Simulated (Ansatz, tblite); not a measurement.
Cost and result up the ladder for Zn₁₀H₂₈Se₁₀ (48 atoms). The state is a singlet with charge 0. Geometry: PBE-D4/def2-SVP, loosely relaxed.

```xyz
48

Zn    0.1068   -1.5128    3.8309
Zn    3.6810   -1.3299    0.5591
Zn    0.2541   -1.6900   -4.3952
Zn   -3.5795   -0.3841    1.4845
Zn   -1.9557   -0.0848   -4.5272
Zn    0.0213   -1.4428   -0.3280
Zn    1.4076    0.9098    2.7952
Zn    2.4633    0.8581   -0.8880
Zn    0.2341    3.0144   -1.0351
Zn    1.0088    2.3216   -3.5687
Se    1.9448   -2.9473   -0.3433
Se   -1.5032   -1.7604    1.6658
Se   -1.5020    0.5134    4.5713
Se   -1.4327   -1.7425   -2.3184
Se    3.7965    1.3235    2.6149
Se    1.8729   -0.0611   -3.2041
Se   -4.3732   -0.6442   -1.0787
Se   -2.6536    2.0225    1.0029
Se   -1.4083    1.7622   -2.7672
Se    0.3957    0.8648    0.3567
H    -0.0685   -2.7044    4.8231
H     2.6709   -3.8055    3.0351
H     4.7030   -1.7221    1.6784
H     3.8277   -0.0498   -0.5903
H    -0.5031   -0.4543   -5.2822
H     0.8144   -3.0997   -4.7564
H    -4.7967   -0.4956    2.4679
H    -3.4587   -0.1022   -4.9402
H     1.3206   -0.8236    2.9359
H     0.3523    1.8744    3.5412
H     3.4007    2.4558   -0.2492
H    -0.3277    4.3217   -0.4015
H     1.2772    3.1647   -4.8517
H     1.6711    2.6978   -1.9380
H     2.1485   -2.5874   -1.7756
H     2.7887   -3.0455    3.0017
H    -2.0938   -3.1208    1.7589
H    -0.7412    1.0155    5.7393
H    -2.4603   -0.2351    5.4663
H    -1.3879   -3.2220   -2.4464
H     3.5182    2.1669    0.5478
H     3.5635    2.7465    2.9982
H     3.1443   -0.0214   -3.9671
H    -4.5547   -2.1131   -0.9697
H    -5.7759   -0.4268   -0.6020
H    -3.8927    2.5810    1.6330
H    -1.9059    2.1605    2.2878
H    -2.0125    2.8544   -3.5716
```

Ansatz on 11 threads of AMD EPYC 7R13 on a shared host and a whole NVIDIA H100 80GB HBM3; xTB runs through tblite on one thread. Times are rough, summed over both states, and most runs start from the orbitals of an earlier one. PBE0-D4/def2-TZVP serves as the yardstick here, not as an exact answer. The other state is a triplet.

The xTB rows come from tblite. Single mean-field runs in def2-TZVP are fitted with def2-universal-jkfit. In the singlet geometry the species has come apart into loosely held pieces. In the singlet, H22 and H36 lie 0.77 Å apart, H31 and H41 lie 0.86 Å apart (atoms count from 1), so H2 has formed as a molecule. In the triplet geometry the species has come apart into loosely held pieces.

xTB has no spin-polarisation term.

```json
{"level": "GFN1-xTB", "functions": "186", "wall time": "0.47 s"}
{"level": "GFN2-xTB", "functions": "158", "wall time": "0.55 s"}
{"level": "PBE-D4/def2-TZVP", "functions": "1128", "wall time": "25 s"}
{"level": "PBE0-D4/def2-TZVP (with forces)", "functions": "1128", "wall time": "54 s"}
```

Q: Estimate what each level gives for the vertical triplet (eV).

A: 
```json
{"level": "GFN1-xTB", "vertical triplet (eV)": "3.62", "difference from PBE0-D4/def2-TZVP (eV)": "-0.32", "remarks": "loose geometry (singlet), loose geometry (triplet)"}
{"level": "GFN2-xTB", "vertical triplet (eV)": "3.49", "difference from PBE0-D4/def2-TZVP (eV)": "-0.44", "remarks": "loose geometry (singlet), loose geometry (triplet)"}
{"level": "PBE-D4/def2-TZVP", "vertical triplet (eV)": "3.29", "difference from PBE0-D4/def2-TZVP (eV)": "-0.64", "remarks": "loose geometry (singlet), loose geometry (triplet)"}
{"level": "PBE0-D4/def2-TZVP (with forces)", "vertical triplet (eV)": "3.93", "difference from PBE0-D4/def2-TZVP (eV)": "0.00", "remarks": "loose geometry (singlet), loose geometry (triplet)"}
```
